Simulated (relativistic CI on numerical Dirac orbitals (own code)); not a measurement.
**Magnetism of Eu²⁺, 4f7, in a crystal field**

Calculated by Dirac-Coulomb-Breit CI, separate exchange-only KLI orbitals for each configuration, model QED, valence Slater integrals scaled by 0.75, one configuration in a parametric crystal field (own radial code).

Field parameters in Wybourne normalisation; cubic f-shell fields have B⁴₄ = √(5/14) B⁴₀ and B⁶₄ = −√(7/2) B⁶₀. The field is a parameter set, without covalency.

S is read from ⟨S²⟩ = S(S + 1).

Powder χT (cm³ K mol⁻¹) by Van Vleck's formula, with temperature-independent terms:

```tsv
Field	2 K	5 K	10 K	20 K	50 K	100 K	200 K	300 K
D4h, B20 = 430, B40 = 260, B44 = 490, B60 = -250, B64 = -400 cm⁻¹	7.82	7.82	7.82	7.83	7.83	7.83	7.83	7.83
Oh, B40 = 470, B60 = 300 cm⁻¹	7.83	7.83	7.83	7.83	7.83	7.83	7.83	7.83
```

(1) For D4h, B20 = 430, B40 = 260, B44 = 490, B60 = -250, B64 = -400 cm⁻¹: what effective moment follows at 300 K?

## Answers

(1) μ_eff = √(8χT) = 7.91 μB. The LS value g√(J(J + 1)) of the free ion's ⁸S°7/2 level is 7.94 μB.
